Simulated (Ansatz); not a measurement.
Species: H2Be, SMILES `[BeH2]` with one electron removed (charge 1, multiplicity 2).

Give a relaxed geometry from PBE0-D3(BJ)/def2-TZVP run with Ansatz (a first-principles code).

the end point of this relaxation (outside a Z-matrix the atoms follow the SMILES, hydrogens last).
Cartesian coordinates (Å) in one orientation:
```xyz
3

Be     0.000     0.080     0.000
H     -1.372    -0.470     0.000
H      1.372     0.630     0.000
```
